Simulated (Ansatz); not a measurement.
`F[SiH2]C[SiH3]` + `O[SiH2][SiH3]` → `F[SiH2]O[SiH2][SiH3]` + `C[SiH3]`  (ligand exchange at the Si–C bond)

Gas-phase electronic energies from Ansatz, PBE0-D4/def2-TZVP geometries. CCSD(T)/CBS is the MP2 limit (def2-TZVPP, def2-QZVPP) plus CCSD(T) − MP2 in def2-TZVPP, frozen cores. This one scheme is used for every species. Functionals use def2-TZVPP. Each species was taken in one conformer, which may not be the lowest.

Task: Is it downhill or uphill in electronic energy at CCSD(T)/CBS, and by how much? (Best estimate.)

Result: Computed: Downhill: ΔE = -29.1 kcal/mol.

Task: What do these levels give: PBE-D4, PBE0-D4, B2PLYP, PBE, r2SCAN, HF/CBS(def2)? (Best estimate.)

Result: Computed: PBE-D4 -25.9, PBE0-D4 -27.1, B2PLYP -30.0, PBE -25.7, r2SCAN -28.5, HF/CBS(def2) -34.3 kcal/mol.

Largest T1 diagnostic among the species: 0.012.

In def2-TZVPP, CCSD(T) changes the Hartree–Fock value by +4.6 kcal/mol (the triples alone add +0.6 kcal/mol) and MP2 by +4.5 kcal/mol. From PBE to PBE0 (25 % exact exchange), in def2-TZVPP and without D4, ΔE moves by −1.2 kcal/mol.
